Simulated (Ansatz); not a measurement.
The same path of a periodic cell of 31 atoms, Al (host Al, host structure fcc, one Al atom removed) was run twice with different band settings.

These are results of DFT PBE, scalar-relativistic, plane waves, PAW (Ansatz), not measurements. Settings: PAW set soft_1, cutoff 420 eV, k mesh 3x3x3, gaussian smearing 0.05 eV, no spin polarisation.

Relaxed end points:

```xyz
31
Lattice="8.1000 0.0000 0.0000 0.0000 8.1000 0.0000 0.0000 0.0000 8.1000" Properties=species:S:1:pos:R:3
Al 4.057 0.002 0.009
Al 6.067 2.042 0.010
Al 6.090 0.001 2.042
Al 0.008 0.002 0.009
Al 2.048 2.042 0.009
Al 6.067 6.060 0.009
Al 2.026 0.002 2.042
Al 4.058 2.042 2.019
Al 6.067 4.051 2.020
Al 4.058 0.002 4.059
Al 6.089 2.019 4.060
Al 6.089 0.002 6.078
Al 0.008 4.051 0.010
Al 2.048 6.061 0.009
Al 0.008 2.020 2.042
Al 2.048 4.051 2.018
Al 4.057 6.061 2.018
Al 0.007 0.002 4.059
Al 2.026 2.020 4.059
Al 4.057 4.052 4.060
Al 6.090 6.084 4.060
Al 2.027 0.001 6.076
Al 4.058 2.043 6.100
Al 6.069 4.051 6.099
Al 0.008 6.083 2.042
Al 0.008 4.052 4.059
Al 2.025 6.084 4.059
Al 0.008 2.019 6.077
Al 2.048 4.052 6.100
Al 4.058 6.061 6.100
Al 0.008 6.084 6.077
```

```xyz
31
Lattice="8.1000 0.0000 0.0000 0.0000 8.1000 0.0000 0.0000 0.0000 8.1000" Properties=species:S:1:pos:R:3
Al 4.031 0.019 0.000
Al 6.075 2.025 0.000
Al 6.075 -0.011 2.036
Al 0.019 0.019 0.000
Al 4.031 4.031 0.000
Al 6.075 6.075 0.000
Al 2.025 0.019 2.006
Al 4.031 2.025 2.006
Al 6.075 4.061 2.036
Al 4.061 -0.011 4.050
Al 6.075 2.025 4.050
Al 6.075 -0.011 6.064
Al 0.019 4.031 0.000
Al 2.025 6.075 0.000
Al 0.019 2.025 2.006
Al 2.025 4.031 2.006
Al 4.061 6.075 2.036
Al -0.011 -0.011 4.050
Al 2.025 2.025 4.050
Al 4.061 4.061 4.050
Al 6.075 6.075 4.050
Al 2.025 0.019 6.094
Al 4.031 2.025 6.094
Al 6.075 4.061 6.064
Al -0.011 6.075 2.036
Al -0.011 4.061 4.050
Al 2.025 6.075 4.050
Al 0.019 2.025 6.094
Al 2.025 4.031 6.094
Al 4.061 6.075 6.064
Al -0.011 6.075 6.064
```

Common settings: spring 5.0 eV/Å²; optimiser quadratic models (default); force threshold 0.05 eV/Å; end points relaxed.

| run | movable images | climbing image | start path | iteration limit |
| --- | --- | --- | --- | --- |
| 1 | 7 | yes | IDPP | 31 |
| 2 | 2 | no | default | 50 |

(1) What does each run give, and how far can it be trusted?

Results:

(1) Run 1: converged after 6 iterations, highest image 0.680 eV above the first end. By the program's own check the climbing image is a first-order saddle point (lowest curvatures found: -1.56 and 0.62 eV/Å²).
Run 2: converged after 3 iterations, highest image 0.513 eV above the first end. No image climbed, so the highest image needn't sit at the top of the path.
Limits of this set-up: coarse k mesh, a small cell, in which the defect meets its images, a typed lattice constant that wasn't relaxed here.
